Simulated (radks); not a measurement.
Results of a calculation; reference values are marked as such.
Nb3+, configuration [Kr] 4d2 (the NIST ground configuration). Level of theory: Dirac Kohn-Sham, PBE, spin-unpolarised, spherical densities, finite nucleus; open shells fill j = l - 1/2 first; Fermi nuclear charge, rms radius 4.324 fm (a radial shooting solver on a logarithmic mesh with Libxc functionals).

Spin-orbit splittings of the eigenvalues, e(l+1/2) - e(l-1/2), with zeta = 2 splitting/(2l+1) and mean radii in bohr:

| shell | occ. | splitting (eV) | zeta (eV) | <r> j=l-1/2 | <r> j=l+1/2 |
|---|---|---|---|---|---|
| 2p | 6 | 95.78 | 63.85 | 0.1346 | 0.1391 |
| 3p | 6 | 15.52 | 10.35 | 0.4385 | 0.4490 |
| 3d | 10 | 2.890 | 1.156 | 0.4308 | 0.4343 |
| 4p | 6 | 2.192 | 1.461 | 1.254 | 1.282 |
| 4d | 2 | ? | ? | 1.707 | 1.719 |
| 5p | 0 | 0.3557 | 0.2371 | 3.207 | 3.259 |

Estimate the 4d splitting.

Answer. 0.2335 eV (zeta = 0.09339 eV).
